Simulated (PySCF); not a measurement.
Input for PySCF: D3(BJ) and D4 dispersion corrections on S4 (SMILES S1SSS1).

```python
from pyscf import gto
from pyscf.dispersion import dftd3, dftd4

mol = gto.M(
    atom='''
    S    -1.06941380   -1.05866574   -0.15123796
    S     1.06941392   -1.05866588   -0.15123798
    S     1.06941380    1.05866574    0.15123796
    S    -1.06941392    1.05866588    0.15123798
    ''',
    basis='def2-svp',
    charge=0, spin=0, verbose=0, max_memory=1800)
d3, d4 = {}, {}
for xc in ['hf', 'pbe', 'blyp', 'revpbe', 'tpss', 'r2scan', 'b3lyp', 'pbe0', 'bhlyp', 'camb3lyp', 'b2plyp']:
    d3[xc] = float(dftd3.DFTD3Dispersion(mol, xc=xc, version='d3bj', atm=False).get_dispersion()['energy'])
    print(f'D3(BJ) {xc:10s} {d3[xc]:14.8f} Eh')
for xc in ['hf', 'pbe', 'blyp', 'revpbe', 'tpss', 'r2scan', 'b3lyp', 'pbe0', 'bhlyp', 'camb3lyp', 'b2plyp']:
    d4[xc] = float(dftd4.DFTD4Dispersion(mol, xc={'camb3lyp': 'cam-b3lyp'}.get(xc, xc), atm=True).get_dispersion()['energy'])
    print(f'D4     {xc:10s} {d4[xc]:14.8f} Eh')
```

The log:

```
D3(BJ) hf            -0.06571217 Eh
D3(BJ) pbe           -0.00708275 Eh
D3(BJ) blyp          -0.01729467 Eh
D3(BJ) revpbe        -0.01690332 Eh
D3(BJ) tpss          -0.00945584 Eh
D3(BJ) r2scan        -0.00178840 Eh
D3(BJ) b3lyp         -0.01450084 Eh
D3(BJ) pbe0          -0.00657308 Eh
D3(BJ) bhlyp         -0.01297839 Eh
D3(BJ) camb3lyp      -0.00676078 Eh
D3(BJ) b2plyp        -0.00759218 Eh
D4     hf            -0.02787505 Eh
D4     pbe           -0.00804201 Eh
D4     blyp          -0.01783192 Eh
D4     revpbe        -0.02123097 Eh
D4     tpss          -0.01083993 Eh
D4     r2scan        -0.00159883 Eh
D4     b3lyp         -0.01349225 Eh
D4     pbe0          -0.00673697 Eh
D4     bhlyp         -0.01190135 Eh
D4     camb3lyp      -0.00698794 Eh
D4     b2plyp        -0.00549210 Eh
```

The run finished.

Cost: very roughly 0.05 core-seconds.
